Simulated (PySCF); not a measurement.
## RbPb⁻: energy against distance

Set-up: basis Rb def2-SVPD with ECP28, Pb def2-SVPD with ECP60; scalar-relativistic core potentials; PySCF 2.14. Energies in eV from Rb⁻ + Pb in their ground configurations at the same level. All curves are PBE0. state 1: Ms = 1 determinant of mixed spin (⟨S²⟩ near 2.7), unpaired electrons π ↑↑; state 2: Ms = 0 determinant of mixed spin (⟨S²⟩ near 1.6), unpaired electrons π ↑↓, a mixture of terms (⟨Lz²⟩ = 2.0), a second solution, started from another occupation.

| R (Å) | state 1 | state 2 |
| --- | --- | --- |
| 3.181 | -1.392 | -0.955 |
| 3.329 | -1.516 | -1.078 |
| 3.477 | -1.582 | -1.142 |
| 3.588 | -1.605 | -1.163 |
| 3.699 | -1.611 | -1.168 |
| 3.810 | -1.605 | -1.159 |
| 3.958 | -1.584 | -1.136 |
| 4.143 | -1.545 | -1.093 |
| 4.365 | -1.487 | -1.031 |
| 4.661 | -1.403 | -0.945 |

Put a parabola through the three lowest points of the state 1 curve and estimate Re, k and ωe (reduced mass 60.29 u; 1 eV/Å² = 0.16022 mdyn/Å; ωe = 1302.8·√(k/μ) cm⁻¹).

Through R = 3.588, 3.699, 3.81 Å the second-order coefficient is 0.487 eV/Å², so Re ≈ 3.699 Å, k ≈ 0.156 mdyn/Å and ωe ≈ 66 cm⁻¹. A polynomial fit of higher order to the unrounded PBE0 energies gives Re = 3.695 Å, k = 0.158 mdyn/Å, ωe = 66.7 cm⁻¹; anharmonicity and rounding make the difference.

The higher-order fit for each curve: state 1: Re = 3.695 Å, ωe = 66.7 cm⁻¹, De = 1.61 eV; state 2: Re = 3.676 Å, ωe = 68.9 cm⁻¹, minimum 1.17 eV below the ground-state fragments.

Closed-shell solutions of metal pairs were not tested for spin polarisation, which can lower them a little. ⟨S²⟩ of the unrestricted solution departs from its pure value on part of the curve, where spin states mix. These are scalar-relativistic numbers at best; spin–orbit coupling would shift them, the dissociation energy most. For an ion De counts to the pair picked by the measured ionisation energies or electron affinities, which need not be the lowest pair at this level. The highest Kohn–Sham level is positive in this anion. Much of that is self-interaction error, but it also means that the finite basis helps to hold the extra electron. The state is the lowest determinant that a PBE0 search found; another state may lie lower at other levels.
